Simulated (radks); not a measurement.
Task: Excited configurations of the tungsten ion W3+: one electron is placed in a higher orbital outside [Xe] 4f14 5d2. The ground configuration is [Xe] 4f14 5d3. Method: scalar-relativistic Kohn-Sham, r2SCAN, spin-unpolarised, spherical densities, finite nucleus; meta-GGA in the generalised Kohn-Sham scheme; Fermi nuclear charge, rms radius 5.3658 fm; computed with a radial shooting solver on a logarithmic mesh with Libxc functionals. Excitation = E - E(ground); binding = E(ion) - E, where the ion is the core of charge +4; n* = 4/sqrt(2 binding) in atomic units, and the quantum defect is n - n*.

outer orbital  excitation (eV)  binding (eV)     n*  quantum defect  eigenvalue (eV)  <r> (bohr)
6p                      11.567        25.421  2.926           3.074          -22.277       3.103
6d                      20.347        16.640  3.617           2.383          -14.438       4.288
6f                      27.746         9.242  4.853           1.147           -7.965       7.299
7s                      20.045        16.942  3.585           3.415          -15.123       4.933
7p                      23.078        13.909  3.956           3.044          -12.389       5.746
7d                      26.853        10.134  4.635           2.365           -8.928       7.440
7f                      30.550         6.438  5.815           1.185           -5.649       11.24

Estimate the row for 5f.

Result: excitation (eV) 22.869; binding (eV) 14.118; n* 3.927; quantum defect 1.073; eigenvalue (eV) -11.720; <r> (bohr) 4.101. The Delta-SCF ionisation energy is 36.987 eV (NIST Atomic Spectra Database: 38.2 eV, semi-empirical). Self-interaction in the functional shifts the binding energies and quantum defects, so they are the method's values and not measured ones. Spin polarisation and multiplet splitting are left out, so open shells lie too high by an amount that depends on their filling. Spin-orbit splitting is averaged out at the scalar-relativistic level.

Beside tabulated values, note that spin-unpolarised runs miss the spin-polarisation part of the exchange energy of open shells.
